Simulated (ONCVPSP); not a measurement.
# Before and after: ONCV potential for silver (Ag)

silver, optimised norm-conserving Vanderbilt (ONCV), made with ONCVPSP 4.0.1 (PBEsol, scalar-relativistic). Core [Ar] 3d10, reference 4s2 4p6 4d10 (charge +1). Waves: 4s: rc 1.55 bohr, ncon 3, nbas 7, qcut 7.5 1/bohr, 2 projectors, debl 2.6 Ha; 4p: rc 1.60 bohr, ncon 3, nbas 6, qcut 9.8 1/bohr, 1 projector; 4d: rc 1.70 bohr, ncon 4, nbas 9, qcut 8.1 1/bohr, 2 projectors, debl 2.5 Ha. Local part: polynomial inside 1.00 bohr (lpopt 5, dvloc0 -1 Ha). Core correction: none.

In the s channel the program set the typed energies aside and used -3.792, 0.250 Ha.

Change: p: rc 1.16.

Cutoffs: the cutoffs (Ha) at which the residual kinetic energy of the hardest occupied pseudo-wave falls to 1 and 0.1 mHa per electron; they do not see the model core or the augmentation charge, which bear on the density cutoff. Errors are all-electron minus pseudo energies relative to the spin-unpolarised reference configuration.

How do hardness, ghosts and transferability respond?

The potential gets harder (26 Ha and 30 Ha → 37 Ha and 45 Ha); the errors of the 4 common tests hardly move; neither file shows a bound ghost. A smaller radius makes the pseudo-wave follow the all-electron one further in, where it bends more sharply, so more plane waves are needed.

```csv
quantity,base,changed
"cutoff, loose",26 Ha,37 Ha
"cutoff, tight",30 Ha,45 Ha
loose cutoff by channel,"s 19 Ha, p 18 Ha, d 26 Ha","s 19 Ha, p 37 Ha, d 26 Ha"
bound ghosts,none,none
GHOST(+) flags under 300 eV,s at 144.9 eV,s at 144.9 eV
"error for 4s2 4p6 4d10 5s1, meV [ΔE -7.75 eV]",+2.4,+2.5
"error for 4s2 4p6 4d9, meV [ΔE 22.11 eV]",+0.7,+0.5
"error for 4s2 4p6 4d8, meV [ΔE 58.30 eV]",+17,+15
"error for 4s2 4p6 4d9 5s2, meV [ΔE -3.70 eV]",+7.3,+7.8
s: phases at 1.57 bohr within 0.05 rad from the reference energy up to (Ha; the scan ends near 5),4.5,4.5
d: phases at 1.72 bohr within 0.05 rad from the reference energy up to (Ha; the scan ends near 5),to the end of the scan,to the end of the scan
```
